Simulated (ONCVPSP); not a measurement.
**An all-electron radial function and its pseudo partner (Al (Z = 13))**

Columns: radius, all-electron u(r) and pseudo u(r) of the 2s shell (level -108.78 eV) of aluminium in the configuration [He] 2s2 2p6 3s1.5 3p1.5; PBEsol, scalar-relativistic, ONCV scheme, ONCVPSP 4.0.1.

```json
{"r (bohr)": "0.060", "all-electron": "-0.5985", "pseudo": "0.2046"}
{"r (bohr)": "0.120", "all-electron": "-0.3470", "pseudo": "0.4086"}
{"r (bohr)": "0.180", "all-electron": "0.1215", "pseudo": "0.6090"}
{"r (bohr)": "0.240", "all-electron": "0.5661", "pseudo": "0.7991"}
{"r (bohr)": "0.300", "all-electron": "0.9068", "pseudo": "0.9685"}
{"r (bohr)": "0.360", "all-electron": "1.1333", "pseudo": "1.1065"}
{"r (bohr)": "0.420", "all-electron": "1.2592", "pseudo": "1.2036"}
{"r (bohr)": "0.480", "all-electron": "1.3064", "pseudo": "1.2549"}
{"r (bohr)": "0.540", "all-electron": "1.2968", "pseudo": "1.2614"}
{"r (bohr)": "0.600", "all-electron": "1.2484", "pseudo": "1.2290"}
{"r (bohr)": "0.660", "all-electron": "1.1748", "pseudo": "1.1665"}
{"r (bohr)": "0.720", "all-electron": "1.0871", "pseudo": "1.0845"}
{"r (bohr)": "0.780", "all-electron": "0.9928", "pseudo": "0.9923"}
{"r (bohr)": "0.840", "all-electron": "0.8972", "pseudo": "0.8971"}
{"r (bohr)": "0.900", "all-electron": "0.8039", "pseudo": "0.8038"}
{"r (bohr)": "0.960", "all-electron": "0.7153", "pseudo": "0.7152"}
{"r (bohr)": "1.020", "all-electron": "0.6327", "pseudo": "0.6326"}
{"r (bohr)": "1.080", "all-electron": "0.5570", "pseudo": "0.5569"}
{"r (bohr)": "1.140", "all-electron": "0.4882", "pseudo": "0.4881"}
{"r (bohr)": "1.200", "all-electron": "0.4264", "pseudo": "0.4264"}
{"r (bohr)": "1.260", "all-electron": "0.3713", "pseudo": "0.3713"}
{"r (bohr)": "1.320", "all-electron": "0.3225", "pseudo": "0.3224"}
{"r (bohr)": "1.380", "all-electron": "0.2794", "pseudo": "0.2794"}
{"r (bohr)": "1.440", "all-electron": "0.2417", "pseudo": "0.2416"}
{"r (bohr)": "1.500", "all-electron": "0.2087", "pseudo": "0.2086"}
{"r (bohr)": "1.560", "all-electron": "0.1800", "pseudo": "0.1799"}
```

Q: How many radial nodes do the two functions have?

A: The all-electron 2s function has n − l − 1 = 1; the pseudo-wave has 0, since the states of the same l below it are removed with the core.

Q: At about which radius was the pseudo-wave matched?

A: 0.90 bohr. The columns agree to 0.0005 from 0.84 bohr on; several derivatives are matched, so the curves merge somewhat inside the radius.

Q: Is the pseudo-wave norm-conserving?

A: Yes: the ONCV scheme keeps the norm inside the radius equal to the all-electron one, which fixes the energy derivative of the logarithmic derivative at the level.
